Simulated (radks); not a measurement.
Q: Valence configurations of Co+ (all share [Ar]). Method: Dirac Kohn-Sham, PBEsol, spin-unpolarised, spherical densities, point nucleus; open shells fill j = l - 1/2 first; computed with a radial shooting solver on a logarithmic mesh with Libxc functionals. Order these by energy: 3d5.5 4p2.5; 3d6 4s2; 3d6.5 4s0.5 4p1; 3d8; 3d7 4p1; 3d7 4s1; 3d6 4s1 4p1; 3d5 4s1 4p2; 3d5.5 4s1 4p1.5; 3d7.5 4s0.5.

A: From the lowest, in eV above it: 3d8 0.000; 3d7.5 4s0.5 0.886; 3d7 4s1 2.531; 3d7 4p1 7.857; 3d6 4s2 8.587; 3d6.5 4s0.5 4p1 10.667; 3d6 4s1 4p1 14.488; 3d5.5 4s1 4p1.5 22.576; 3d5.5 4p2.5 29.008; 3d5 4s1 4p2 32.219. NIST lists [Ar] 3d8 as the ground configuration; this level of theory agrees among the configurations tried. The energies are those of spherical spin-averaged densities, not of single terms.
